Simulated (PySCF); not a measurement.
**Atomic charges by several schemes**

Species: C₈H₁₆FP.
SMILES with atom numbers: `[CH3:1][CH:2]([CH3:3])/[C:4]([F:5])=[P:6]\[C:7]([CH3:8])([CH3:9])[CH3:10]` (hydrogens: H11, H12, H13 on C1; H14 on C2; H15, H16, H17 on C3; H18, H19, H20 on C8; H21, H22, H23 on C9; H24, H25, H26 on C10)

Structure used (PBE0-D3(BJ)/def2-SVP), in Å, numbered top down from 1:
```xyz
26
C8H16FP angstrom
C      2.7175   -0.7228   -0.5465
C      1.6962    0.2825   -0.0086
C      2.3385    1.6392    0.2916
C      1.0370   -0.2602    1.2206
F      1.9566   -0.4548    2.1888
P     -0.5372   -0.6776    1.6646
C     -1.6483   -0.3226    0.1629
C     -1.2926   -1.1962   -1.0410
C     -3.0440   -0.7263    0.6606
C     -1.6770    1.1622   -0.2021
H      2.2364   -1.6791   -0.8008
H      3.2030   -0.3278   -1.4517
H      3.4976   -0.9231    0.2027
H      0.9187    0.4273   -0.7694
H      2.8242    2.0412   -0.6104
H      3.1011    1.5422    1.0782
H      1.5872    2.3664    0.6341
H     -2.0532   -1.0727   -1.8315
H     -0.3173   -0.9417   -1.4793
H     -1.2664   -2.2620   -0.7663
H     -3.7889   -0.5612   -0.1354
H     -3.0817   -1.7897    0.9448
H     -3.3484   -0.1343    1.5382
H     -2.4388    1.3415   -0.9807
H     -0.7157    1.5258   -0.5912
H     -1.9384    1.7812    0.6700
```

Density: PBE0/pcSseg-1 (PySCF); schemes: Mulliken, IAO, Hirshfeld and ESP-fitted. One conformer (not necessarily the lowest) at the PBE0-D3(BJ)/def2-SVP geometry, without solvent, vibrations or thermal averaging.

**Question.** What partial charge does each atom carry?

**Answer.** In e; atoms taken as equivalent share a row and are averaged (×n: the atom named and its like, n in all):

| atom | environment | Mulliken | IAO | Hirshfeld | ESP-fitted |
| --- | --- | --- | --- | --- | --- |
| C1/C3 | methyl carbon | -0.211 | -0.407 | -0.116 | -0.524 |
| C2 | sp3 CH carbon | -0.420 | -0.111 | -0.032 | +0.286 |
| C4 | carbon bonded to C, F and P | +0.055 | +0.063 | +0.045 | +0.186 |
| F5 | fluorine bonded to C | -0.272 | -0.264 | -0.068 | -0.143 |
| P6 | phosphorus bonded to 2 C | +0.351 | +0.247 | +0.044 | -0.397 |
| C7 | sp3 carbon bound to phosphorus | -0.760 | -0.105 | -0.011 | +0.846 |
| C8/C9/C10 | methyl carbon | -0.170 | -0.403 | -0.120 | -0.622 |
| H11 (×6) | methyl hydrogen | +0.123 | +0.142 | +0.040 | +0.138 |
| H14 | methine hydrogen | +0.160 | +0.133 | +0.038 | +0.035 |
| H18 (×9) | methyl hydrogen | +0.120 | +0.134 | +0.037 | +0.142 |

Mean size of the charges over all atoms: ESP-fitted 0.266 e, IAO 0.192 e, Mulliken 0.184 e, Hirshfeld 0.054 e. Each set sums to the total charge, 0, to within 0.001 e. The IAO scheme projects the occupied orbitals on a minimal set of polarised atomic orbitals and counts the electrons in each atom's part of it.

Some averages cover members that differ in this geometry: H11 (×6), ESP-fitted +0.119 to +0.150; H18 (×9), ESP-fitted +0.130 to +0.160 e.

Lowest charge. The schemes don't all agree: Mulliken C7 (-0.760); IAO C1/C3 (-0.407); Hirshfeld C8/C9/C10 (-0.120); ESP-fitted C8/C9/C10 (-0.622).

Highest charge. The schemes don't all agree: Mulliken P6 (+0.351); IAO P6 (+0.247); Hirshfeld C4 (+0.045); ESP-fitted C7 (+0.846).

**Question.** How many electrons does the Hirshfeld scheme count on C1?

**Answer.** Its own charge is -0.116 e, so Z − q = 6.116.

**Question.** How closely do the schemes follow one another over all atoms?

**Answer.** Correlation coefficient and root-mean-square difference: IAO with Hirshfeld 0.99, 0.159 e; Hirshfeld with ESP-fitted 0.73, 0.298 e; Mulliken with IAO 0.71, 0.173 e; IAO with ESP-fitted 0.66, 0.255 e; Mulliken with Hirshfeld 0.65, 0.195 e; Mulliken with ESP-fitted -0.03, 0.416 e.
